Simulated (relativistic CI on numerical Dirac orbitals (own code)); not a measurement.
**Pd³⁺: what numerical and physical settings do to a radial Dirac CI calculation**

Reference input:

```
atom Pd  Z=46  charge=3  electrons=43
nucleus A=106  rms_radius_fm=4.5318
hamiltonian dirac-coulomb  breit=on  qed=on  c_scale=1
orbitals kli  potential=per-configuration
slater_scale 1
correlation none
mixing on
grid step=0.0125 r_max=37.3
scf mixing=0.4 start=green max_iterations=150 tolerance=2e-08 node_fill=0.05
configurations
  [Kr] 4d7
end
```

Computed lowest total energy -5036.83935 Ha, first excitation 2695.3 cm⁻¹, 11 SCF steps. Runs with settings changed; * marks those that are bad on purpose:

```csv
Changed,Outcome,Lowest level,ΔE (Ha),First excitation (cm⁻¹),SCF steps,Message
SCF mixing 0.2,converged,4d7 4F_9/2,-2.44e-10,2695.3,13,
end of the grid at 26.11 bohr,converged,4d7 4F_9/2,5.46e-12,2695.3,11,
SCF mixing 0.7,converged,4d7 4F_9/2,1.05e-10,2695.3,10,
iteration limit 4 *,not converged,,,,4,SCF of 1s2 2s2 2p6 3s2 3p6 3d10 4s2 4p6 4d7 did not converge
SCF tolerance 1e-14 *,converged,4d7 4F_9/2,3.37e-11,2695.3,29,
```

With so few configurations and no correlation, terms lie too far apart (by 10 to 50 % near neutrality), their order can be wrong, and levels of other configurations are missing.
